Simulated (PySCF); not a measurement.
How methods differ on the excitation energy of In⁺

In⁺ [Kr] 4d10 5s2 (1S) → In⁺ [Kr] 4d9 5s2 5p1 (high-spin determinant), as a difference of total energies. Calculation: PySCF 2.14, in x2c-TZVPPall with one added diffuse shell each of s, p, d, f type (9s7p5d3f, 76 functions); scalar relativity by spin-free X2C-1e. Correlated levels: valence and next inner shell: [Ar] 3d10 frozen. The calculations carry no spin-orbit coupling.

```tsv
method	excitation energy (eV)
UHF	18.159
LDA	19.289
PBE0	19.019
r2SCAN	19.099
TPSS	18.984
wB97X	19.057
M06-2X	19.114
MP2 (valence and next inner shell)	19.149
SCS-MP2 (valence and next inner shell)	19.038
```

**Question.** Estimate what wB97M-V gives.

**Answer.** 18.971 eV, closest to TPSS among the rows shown.

**Question.** Estimate what PBE gives.

**Answer.** 19.074 eV, closest to wB97X among the rows shown.

A first-order spin-orbit estimate (lowest level to lowest level, LS coupling) adds -0.174 eV.

The upper state lies above the first ionisation limit, where it may autoionise and the basis confines it.

The determinant of the upper state mixes LS terms, which raises its energy above the lowest term, most at the Hartree-Fock and MP2 levels.
